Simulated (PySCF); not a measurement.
## Rh(41+) (rhodium, charge +41): Hartree-Fock from Schrödinger to Dirac-Coulomb-Breit

Occupied: 1s1/2, 2s1/2. Hartree-Fock calculated with PySCF 2.14 in an even-tempered Gaussian basis (19 s from 6.5 bohr⁻², ratio 2.3; 14 p from 7.8 bohr⁻², ratio 2.3), Gaussian nucleus throughout. NR is non-relativistic, sf-X2C the spin-free one-electron X2C Hamiltonian, X2C adds the bare one-electron spin-orbit term, X2C-SNSO screens it by Boettger's factors, DC is four-component Dirac-Coulomb, and the Gaunt and Breit terms are added at first order (total energies over the DC spinors, levels after relaxing the spinors in that mean field). QED terms are absent. Levels marked empty are virtual spinors of this ion.

| Hamiltonian | E (hartree) | E − E(DC) (hartree) | CPU seconds |
| --- | --- | --- | --- |
| NR | -2461.3171 | 72.5798 | 0.47 |
| sf-X2C | -2533.1692 | 0.7278 | 0.28 |
| X2C | -2533.1692 | 0.7278 | 0.28 |
| X2C-SNSO | -2533.1692 | 0.7278 | 0.28 |
| DC | -2533.8969 | 0.0000 | 5.8 |
| DC+Gaunt | -2532.3881 | 1.5088 | 10 |
| DC+Breit | -2532.4182 | 1.4788 | 83 |

Q: Give the 2p spin-orbit interval with each Hamiltonian that has one.

A: X2C 173.1; X2C-SNSO 165.2; DC 166.4; DC+Gaunt 163.2; DC+Breit 163.2 (eV).

```json
{"level (eV)": "1s1/2", "NR": "-26319.0", "sf-X2C": "-27031.5", "X2C": "-27031.5", "X2C-SNSO": "-27031.5", "DC": "-27049.0", "DC+Gaunt": "-27012.8", "DC+Breit": "-27013.2"}
{"level (eV)": "2s1/2", "NR": "-6229.1", "sf-X2C": "-6442.1", "X2C": "-6442.1", "X2C-SNSO": "-6442.1", "DC": "-6443.9", "DC+Gaunt": "-6439.9", "DC+Breit": "-6440.3"}
{"level (eV)": "2p1/2 (empty)", "NR": "-5977.0", "sf-X2C": "-6057.5", "X2C": "-6176.3", "X2C-SNSO": "-6170.7", "DC": "-6172.2", "DC+Gaunt": "-6164.7", "DC+Breit": "-6165.8"}
{"level (eV)": "2p3/2 (empty)", "NR": "-5977.0", "sf-X2C": "-6057.5", "X2C": "-6003.1", "X2C-SNSO": "-6005.5", "DC": "-6005.8", "DC+Gaunt": "-6001.5", "DC+Breit": "-6002.6"}
{"level (eV)": "3s1/2 (empty)", "NR": "-2639.6", "sf-X2C": "-2710.3", "X2C": "-2710.3", "X2C-SNSO": "-2710.3", "DC": "-2710.8", "DC+Gaunt": "-2709.7", "DC+Breit": "-2709.9"}
```

Weight of the small component: 1s1/2 0.0273, 2s1/2 0.00642, 2p1/2 0.00631, 2p3/2 0.00613, 3s1/2 0.00268.

Koopmans' value for the highest occupied level at DC+Breit: 6440.3 eV, against an ionisation energy of 6444 ± 6 eV (semi-empirical (NIST evaluation); NIST Atomic Spectra Database, ionization energies); the former lacks relaxation, correlation, QED and recoil.

The whole ladder took 100 s of wall time on 1 thread of Neoverse-N1 (shared host), launched as `OMP_NUM_THREADS=1 python relrun2.py TASK.json OUT` (a driver that calls PySCF for each Hamiltonian).
